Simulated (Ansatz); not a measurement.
Basis-set extrapolation for C5H8BClO3, SMILES `CC1=CC(C)=[O+][B-](O)(Cl)O1` (PBE0-D4/def2-TZVP geometry, frozen core, Ansatz). Multiplicity 1, RHF reference.

```tsv
	def2-TZVPP	def2-QZVPP
HF	-903.128029	-903.160339
MP2 correlation	-1.798541	-1.933276
CCSD(T) correlation	-1.930578	not run
```

Energies in hartree. Use E(X) = E(∞) + A·exp(−7.88·√X) for Hartree–Fock and E(X) = E(∞) + B·X^(−2.97) for correlation, with X = 3 and 4, and add CCSD(T) minus MP2 of the smaller set to the MP2 limit.

Question: What is the CCSD(T) energy at the basis-set limit?

Answer: HF limit: -903.160339 + (-0.032310) × 0.13774 = -903.16479. MP2 limit: -1.933276 + (-0.134735) × 0.74074 = -2.03308. Higher-order term: -1.930578 − (-1.798541) = -0.13204. Total: -905.32991 hartree, 170.2 kcal/mol below CCSD(T)/def2-TZVPP.
